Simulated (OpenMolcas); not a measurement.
Mn4+ (d3) in a complex was computed by CASSCF with the d shell active (OpenMolcas, ANO-RCC-VDZP on the metal). Its lowest spin-free states, and all those of the highest spin:

```
2S+1  Degeneracy  E (cm-1)
   4           1       0.0
   4           3     16106
   2           2     20807
   2           3     21702
   4           3     24522
   2           3     28820
   2           1     32328
   2           3     32787
   2           3     34842
   2           2     37845
   2           3     38739
   4           3     42720
```

Is the site octahedral, tetrahedral or cube-like, axial, or of lower symmetry?

The states with 2S+1 = 4 have orbital degeneracies 1, 3, 3, 3. Threefold states need a cubic site. For d3 at this spin an octahedron puts the single A2 below the threefold T2 and a tetrahedron or cube puts the threefold T1 below the threefold T2, so the site is octahedral. The first gap at this spin, 16100 cm-1, is |10Dq| in ligand-field theory. The run had Mn4+ with 6 ligands (chloride) in octahedral coordination (Oh) at 2.29 Å. A charge of +0.333 e stands 2.6 Å behind each ligand. Ligand basis ANO-RCC-VDZP.

Without dynamic correlation the repulsion within the d shell is too large (B by tens of per cent), so at a given field states of lower spin stand too high. The least metal-like active orbital is 68 % on the metal (Löwdin) and no ligand orbital is active, so the numbers are rough. Ligand-to-metal charge-transfer states are missing. With no ligand orbital active B as a rule stays too high, so bands that hang on it stand too high and its fall with covalency is understated. With metal d orbitals alone and no dynamic correlation the field as a rule comes out too small, by tens of per cent, by up to half for chloride and softer ligands. No measured value stands beside these numbers; the geometry is a model, was not optimised and need not be the one that this ion takes.
